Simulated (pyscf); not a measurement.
**HO–CH₂–SiH₃ (SMILES OC[SiH3]), singlet**

Gas-phase minimum from PySCF at ωB97X-D3(BJ)/def2-SVP, one conformer. HO–CH₂–SiH₃ lies 48.9 kcal/mol over its isomer H₃C–SiH₂–OH (electronic energy, ωB97M-D3(BJ)). 

```xyz
9

O     -1.0100     1.6969    -0.8984
C      0.0405     0.7462    -0.8609
Si    -0.7494    -0.9737    -0.7651
H     -0.6253     2.5781    -0.9567
H      0.7070     0.8865     0.0149
H      0.6878     0.7952    -1.7606
H     -1.5839    -1.0880     0.4644
H      0.3348    -2.0016    -0.7188
H     -1.6007    -1.2152    -1.9643
```

Bonds (Å): O1–C2 1.417, O1–H4 0.963, C2–Si3 1.895, C2–H5 1.109, C2–H6 1.109, Si3–H7 1.490, Si3–H8 1.495, Si3–H9 1.490. Angles (°): C2–O1–H4 108.6, O1–C2–Si3 107.5, O1–C2–H5 112.4, O1–C2–H6 112.4, Si3–C2–H5 109.0, Si3–C2–H6 108.9, H5–C2–H6 106.5, C2–Si3–H7 110.2, C2–Si3–H8 108.9, C2–Si3–H9 110.2, H7–Si3–H8 109.1, H7–Si3–H9 109.4, H8–Si3–H9 109.1.

Properties at ωB97X-D3(BJ)/def2-SVP:

```
Item                                                                                                                                                                                                                                    Result
---------------------------------------------------------------------------------------------------------------------  -----------------------------------------------------------------------------------------------------------------------
Harmonic wavenumbers, unscaled                                                                                         170, 241, 271, 526, 605, 738, 882, 942, 961, 966, 1117, 1196, 1241, 1385, 1490, 2245, 2267, 2268, 3008, 3055, 3884 cm⁻¹
Zero-point energy                                                                                                                                                                                                                42.1 kcal/mol
Rotational symmetry number                                                                                                                                                                                                                   1
Entropy of this conformer at 298 K and 1 atm, rigid rotor and harmonic oscillator, modes under 100 cm⁻¹ raised to 100                                                                                                          292.0 J/(mol K)
Dipole moment                                                                                                                                                                                                                           1.94 D
```

Single-point totals, which compare only within one level (frozen core for MP2 and CC):

| level | total energy (hartree) |
|---|---|
| ωB97X-D3(BJ)/def2-TZVP | -406.53166 |
| PBE/def2-TZVP | -406.16972 |
| r²SCAN/def2-TZVP | -406.37075 |
| B3LYP-D3(BJ)/def2-TZVP | -406.50304 |
| PBE0-D3(BJ)/def2-TZVP | -406.21287 |
| M06-2X/def2-TZVP | -406.38634 |
| ωB97M-D3(BJ)/def2-TZVP | -406.52987 |
| HF/def2-TZVPP | -405.19554 |
| MP2/def2-TZVPP | -405.74425 |
| CCSD/def2-TZVPP | -405.78202 |
| CCSD(T)/def2-TZVPP | -405.80210 |

Soft torsions are taken as harmonic, which can shift the entropy by several J/(mol K). The CCSD(T) − MP2 part came from Ansatz, without density fitting, on the same reference.
